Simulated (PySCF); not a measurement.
## Se: excitation energy

Se [Ar] 3d10 4s2 4p4 (3P) → Se [Ar] 3d10 4s1 4p5 (3P), as a difference of total energies. Computed with PySCF 2.14 in x2c-TZVPPall with one added diffuse shell each of s, p, d type (7s6p5d1f, 57 functions), with scalar relativity by spin-free X2C-1e. Correlated levels: valence and next inner shell: [Ne] frozen. The calculations carry no spin-orbit coupling.

```csv
method,excitation energy (cm⁻¹)
UHF,94597
MP2 (valence and next inner shell),88356
SCS-MP2 (valence and next inner shell),87255
CCSD (valence and next inner shell),80541
CCSD(T) (valence and next inner shell),74490
```

A first-order spin-orbit estimate (lowest level to lowest level, LS coupling) adds -0.013 eV.

The upper state lies above the first ionisation limit, where it may autoionise and the basis confines it.

The coupled-cluster amplitudes are large for the upper state (T1 above 0.03 or a double amplitude above 0.15), so a single reference is strained.
